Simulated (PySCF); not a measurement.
CH3FO2Si, SMILES C([SiH2]F)(O)=O. Atoms are numbered in the order given.

```xyz
8

O     -0.8972     1.7898     0.0000
C     -0.0396     0.9427     0.0000
O      1.2655     1.2130     0.0000
Si    -0.5607    -0.8984     0.0000
F      0.7212    -1.8919     0.0000
H      1.3574     2.1829     0.0000
H     -1.3534    -1.1287     1.2339
H     -1.3534    -1.1287    -1.2339
```
Charge 0, spin multiplicity 1.

Geometry: PBE0-D3(BJ)/def2-SVP. The structure was generated by enumeration, and PubChem lists no compound with its InChIKey, so it may never have been made. One conformer was computed; it need not be the lowest.

These are PBE0/def2-TZVP (PySCF) values and carry that method's errors.

Computed frontier levels, gap, dipole moment and polarisability:
```json
{
  "highest_occupied_level": "-8.25 eV",
  "lowest_empty_level": "-1.01 eV",
  "orbital_gap": "7.24 eV",
  "dipole_moment": "0.099 e·Å",
  "quadrupole, principal values (traceless, Buckingham form, about the centre of nuclear charge)": "-12.82, 2.07, 10.76 D·Å",
  "mean_static_polarisability": "42.9 bohr³ (6.35 Å³)",
  "polarisability_principal_values": "34.8, 43.4, 50.4 bohr³"
}
```
